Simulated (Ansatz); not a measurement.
Ansatz (a first-principles code) input (BLYP/6-31G*):

Ansatz 0.2 input:
```yaml
crystal:
  periodic: [false, false, false]
  atoms:
    - {symbol: F, position_ang: [2.27473807, -0.27201736, -0.01841880]}
    - {symbol: B, position_ang: [1.06402718, -0.12723833, -0.00861554]}
    - {symbol: B, position_ang: [-0.68855888, 0.08233914, 0.00557533]}
    - {symbol: F, position_ang: [-1.10369992, 1.29599113, 0.10199446]}
    - {symbol: F, position_ang: [-1.37963165, -0.99902978, -0.08188666]}
basis:
  gaussian:
    orbitals: 6-31G*
hamiltonian:
  xc: {name: BLYP}
total_charge: 1
output: {forces: true}
```

Output:

```
WARN ansatz: RAYON_NUM_THREADS=1 ignored (pool sized by the plan → 1); use --threads N
Functional definition: BLYP
integrals: 0.02 GiB planned
658 factors; their error is unknown
mean field: 0.14 GiB planned
mean field evaluation 1: about -9485.0045 eV, gradient 8.9e1 eV
mean field evaluation 2: about -9403.8101 eV, gradient 2.3e2 eV
mean field evaluation 4: about -9496.3458 eV, gradient 9.1e0 eV
mean field evaluation 8: about -9496.4715 eV, gradient 1.7e-1 eV
mean field evaluation 16: about -9496.4207 eV, gradient 4.2e-5 eV
mean field -9496.42066066 eV, -348.9870223743 hartree, gradient 2.8e-5 eV, S^2 0.000000; 0 other end points of the search recorded, 0 dependent functions left out
the calculation of the forces begins
reference -9496.42085642 eV, -348.9870295681 hartree; 18, 18 occupied and 57, 57 virtual orbitals, 658 factors
Total energy: -9496.42085642 eV, -348.9870295681 hartree
Atom 0 at     2.274738    -0.272017    -0.018419 Å, force     1.332301    -0.159319    -0.010788 eV/Å
Atom 1 at     1.064027    -0.127238    -0.008616 Å, force    -1.272528     0.152171     0.010304 eV/Å
Atom 2 at    -0.688559     0.082339     0.005575 Å, force     0.663465    -0.079338    -0.005372 eV/Å
Atom 3 at    -1.103700     1.295991     0.101994 Å, force    -0.268744     0.815720     0.064820 eV/Å
Atom 4 at    -1.379632    -0.999030    -0.081887 Å, force    -0.454495    -0.729233    -0.058964 eV/Å
Dipole moment:     0.708975    -0.084781    -0.005741 e Å
```

The dipole moment of an ion depends on the origin.
